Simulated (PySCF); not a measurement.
**Basis and Hamiltonian dependence of the excitation energy of Ge**

Ge [Ar] 3d10 4s2 4p2 (3P) → Ge [Ar] 3d10 4s2 4p1 5s1 (3P). All values are computed (PySCF 2.14, energy differences of UHF-based or UKS calculations, no spin-orbit coupling). Values in eV.

| basis | Hamiltonian | functions | UHF | PBE | PBE0 | MP2 (valence) | CCSD(T) (valence) | CCSD(T) (valence and next inner shell) |
| --- | --- | --- | --- | --- | --- | --- | --- | --- |
| aug-cc-pVDZ-PP with ECP10MDF | ECP | 32 | 4.600 | 4.557 | 4.667 | 4.660 | 4.656 | n/a |
| ANO-RCC-VTZP | spin-free X2C | 43 | 7.215 | 6.678 | 6.874 | 7.110 | 7.063 | 6.989 |
| aug-cc-pwCVDZ-PP with ECP10MDF | ECP | 48 | 4.598 | 4.556 | 4.664 | 4.666 | 4.665 | 4.659 |
| def2-TZVPPD | non-relativistic | 54 | 4.938 | 4.822 | 4.945 | 5.051 | 5.060 | 5.090 |
| aug-cc-pVTZ-PP with ECP10MDF | ECP | 55 | 4.482 | 4.475 | 4.585 | 4.641 | 4.646 | n/a |
| x2c-TZVPPall with one added diffuse shell each of s, p, d type | spin-free X2C | 57 | 4.705 | 4.651 | 4.757 | 4.819 | 4.823 | 4.859 |
| aug-cc-pVTZ-DK | spin-free X2C | 59 | 4.495 | 4.518 | 4.619 | 4.649 | 4.656 | n/a |
| aug-cc-pVTZ-PP with one added diffuse shell each of s, d, f type with ECP10MDF | ECP | 68 | 4.394 | 4.442 | 4.547 | 4.580 | 4.587 | n/a |
| aug-cc-pVQZ-PP with ECP10MDF | ECP | 89 | 4.471 | 4.478 | 4.585 | 4.653 | 4.653 | n/a |
| dyall-av2z | non-relativistic | 92 | 4.708 | 4.672 | 4.778 | 4.767 | 4.763 | n/a |
| def2-QZVPPD | non-relativistic | 95 | 4.616 | 4.627 | 4.730 | 4.784 | 4.782 | n/a |
| aug-cc-pwCVTZ-PP with ECP10MDF | ECP | 96 | 4.478 | 4.486 | 4.592 | 4.639 | 4.645 | n/a |
| aug-cc-pVQZ-PP with one added diffuse shell each of s, p, d, f, g type with ECP10MDF | ECP | 114 | 4.393 | 4.449 | 4.552 | 4.601 | n/a | n/a |

Frozen in the all-electron rows: valence: [Ar] 3d10; valence and next inner shell: [Ne]; with a core potential, the same shells as far as they lie outside it.

At UHF, ANO-RCC-VTZP lies more than 0.3 eV from the median of the rows with comparable relativity. Of these, ANO-RCC-VTZP has no diffuse functions of the l that the added or promoted electron needs.

Non-relativistic rows lack the scalar-relativistic shift.

Reference for a calculation without spin-orbit coupling: 4.648 eV (measured, between term centres; NIST).
